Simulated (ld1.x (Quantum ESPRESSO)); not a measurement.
**Al (Z = 13): variants of one TM potential**

Base potential:

aluminium, norm-conserving Troullier–Martins (Kleinman–Bylander form), made with ld1.x (Quantum ESPRESSO) 7.5 (LDA (PZ), scalar-relativistic). Core [Ne], reference 3s1.75 3p1.25. Waves: 3s (bound): rc 1.85 bohr; 3p (bound): rc 2.45 bohr; 3d channel at -0.1 Ry: rc 2.65 bohr. Local part: all-electron potential smoothed inside 1.45 bohr (lloc = -1). Core correction: none.

All-electron outer shells of the reference configuration (LDA (PZ), scalar-relativistic, ld1.x):

| shell | level (eV) | outermost node (bohr) | outermost maximum (bohr) |
| --- | --- | --- | --- |
| 2s | -107.96 | 0.17 | 0.50 |
| 2p | -70.17 | – | 0.43 |
| 3s | -8.06 | 0.80 | 2.06 |
| 3p | -2.96 | 0.82 | 2.61 |

Cutoffs, loose and tight: the cutoffs (Ry, on a coarse ladder) from which the occupation-weighted sum of valence levels, in a spherical-Bessel basis at the reference potential, stays within 10 and 1 mRy of its value at 400 Ry. They do not see the model core or the augmentation charge, which bear on the density cutoff. Test errors are all-electron minus pseudo excitation energies from the reference, over the configurations 3s2 3p1; 3s2 3p0; 3s1 3p0; 3s2 3p0.5; 3s2 3p1.3; 3s1 3p1; 3s0 3p3 (two spin-polarised tests are not counted in the largest error). A dash means not determined; rows that change the core or the reference have their own tests.

```csv
change,outcome,"cutoff, loose","cutoff, tight",bound ghosts,largest test error (meV)
base,generated,10 Ry,30 Ry,none,+87
core correction a·sin(br)/r model core inside 0.80 bohr,generated,10 Ry,30 Ry,none,+23
core correction a·sin(br)/r model core inside 1.20 bohr,generated,10 Ry,30 Ry,none,+24
core correction a·sin(br)/r model core inside 1.32 bohr,generated,10 Ry,30 Ry,none,+25
core correction a·sin(br)/r model core inside 1.72 bohr,generated,10 Ry,30 Ry,none,+39
core correction a·sin(br)/r model core inside 1.98 bohr,generated,10 Ry,30 Ry,none,+57
```

(1) What comes out with this change to the base: core correction a·sin(br)/r model core inside 2.24 bohr?

## Answers

(1) outcome: generated; cutoff, loose: 10 Ry; cutoff, tight: 30 Ry; bound ghosts: none; largest test error (meV): +71.
